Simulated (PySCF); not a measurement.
Work out the structure from these simulated measurements.

Formula: CH10Ge2N2.

* Triplet: lowest triplet excitation (Tamm–Dancoff): 5.61 eV [TDA CAM-B3LYP/def2-SVPD]
* UV, strongest line: among the 10 lowest singlet transitions: S5 at 7.00 eV (177 nm, f = 0.047) [TDDFT CAM-B3LYP/def2-SVPD]
* XPS: C1s 291.4, N1s 403.5, N1s 404.1 eV [ΔSCF SCAN, pcX-2 on the ionised atom, pcseg-1 elsewhere, spin-free X2C]
* 13C NMR: chemical shifts (computed TMS as zero) by class: 33.0 (1 C) ppm [GIAO B3LYP/pcSseg-1]
* UV, first state: lowest singlet excitation: 5.99 eV (207 nm, f = 0.006) [TDDFT CAM-B3LYP/def2-SVPD]
* Valence photoelectron: vertical ionisation energy: 8.80 eV [ΔSCF CAM-B3LYP/def2-SVPD]
* Rotational structure: rotational constants A, B, C: 3.002, 1.044, 0.837 GHz [PBE0-D3(BJ)/def2-SVP]

Electronic properties: PySCF, gas phase, density fitting. Levels stand in brackets. The structure is a single PBE0-D3(BJ)/def2-SVP conformer in the gas phase; no vibrational or solvent corrections. The calculation (core ionisation apart) is non-relativistic and has no spin–orbit coupling, an omission that weighs most on germanium. NMR values are class means; diastereotopic atoms form classes of their own.

Question: Propose a structure and show how it fits.

Answer: Numbering: `[CH3:1][NH:2][GeH2:3][NH:4][GeH3:5]`. The one carbon: N-methyl carbon [C1] (33.0 ppm). The core levels belong to: C1s 291.4 eV, N-methyl carbon [C1]; N1s 403.5 eV, nitrogen bonded to 2 Ge and H [N4]; N1s 404.1 eV, nitrogen bonded to C, Ge and H [N2]. No core level of Ge was computed. The first electron is taken from the HOMO, whose largest Löwdin shares are 0.57 on the nitrogen bonded to C, Ge and H, 0.12 on the N-methyl carbon, 0.08 on the germanium bonded to 2 N and 2 H and 0.06 on a methyl hydrogen. The optimised geometry has point group C1 and is an asymmetric top. Structure: `C[NH][GeH2][NH][GeH3]`. The assignments are read from this structure; whether some other isomer fits the data as well wasn't checked.

Conformer computed: `[CH3:1][NH:2][GeH2:3][NH:4][GeH3:5]`: C1–N2–Ge3–N4 -71°, N2–Ge3–N4–Ge5 -35°.
